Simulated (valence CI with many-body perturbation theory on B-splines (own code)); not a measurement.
**Fe XXII: what the settings do**

Calculated by configuration interaction combined with many-body perturbation theory (CI+MBPT): three valence electrons over a frozen Dirac-Fock core [He], radial functions for each j: 6 s, 6 p, 5 d, 3 f, 1 g, with the one-electron correlation potential Σ1, the two-electron term Σ2, the three-electron term Σ3, Breit, model QED; selected CI, second order for the rest (own B-spline code, finite nucleus).

No measured levels were compared; by estimate levels of excited configurations hold to 0.05 to 0.15 % of their energy, terms of the ground configuration to about 0.5 %.

The reference run has the lowest level 2s2 2p 2P°_1/2 and an ionisation energy of 1798.71 eV. Its largest variational space holds 4257 state functions.

Names give the largest LS component (configuration and term), which can be under half, so a name can repeat, a term be missing and a line seem to break the LS rules; names also repeat where a configuration has a term twice.

Changed runs:
A. correlating orbitals by l 3 3 3 2 1 → 5 1 2 4 1
B. correlating orbitals by l 3 3 3 2 1 → 2 5 2 4 1
C. core polarisation of operators on → off
D. factor on the speed of light 1 → 0.9 (bad on purpose)

Excitation energies of the reference run in cm⁻¹, and shifts in cm⁻¹:

| Level | Reference | A | B | C | D |
| --- | --- | --- | --- | --- | --- |
| 2s2 2p 2P°_3/2 | 118231 | -18 | -1.4 | 0 | +28506 |
| 2s 2p2 4P_1/2 | 404137 | -196 | -17 | 0 | +17070 |
| 2s 2p2 4P_3/2 | 459710 | -208 | -15 | 0 | +34407 |
| 2s 2p2 4P_5/2 | 512847 | -212 | -19 | 0 | +43526 |
| 2s 2p2 2D_3/2 | 736627 | -73 | -41 | 0 | +37525 |
| 2s 2p2 2D_5/2 | 759475 | -98 | -43 | 0 | +49774 |
| 2s 2p2 2P_1/2 | 854237 | +61 | -13 | 0 | +26138 |
| 2s 2p2 2S_1/2 | 978969 | +56 | -25 | 0 | +56711 |
| 2s 2p2 2P_3/2 | 992829 | +67 | +4.5 | 0 | +55797 |
| 2p3 4S°_3/2 | 1255520 | -377 | -31 | 0 | +53780 |
| 2p3 2D°_3/2 | 1396150 | -305 | -67 | 0 | +57323 |
| 2p3 2D°_5/2 | 1426440 | -320 | -71 | 0 | +66220 |
| Ionisation energy (eV) | 1798.71 | -0.033 | -0.0027 | 0 | +3.98 |

No effect on these energies: C.
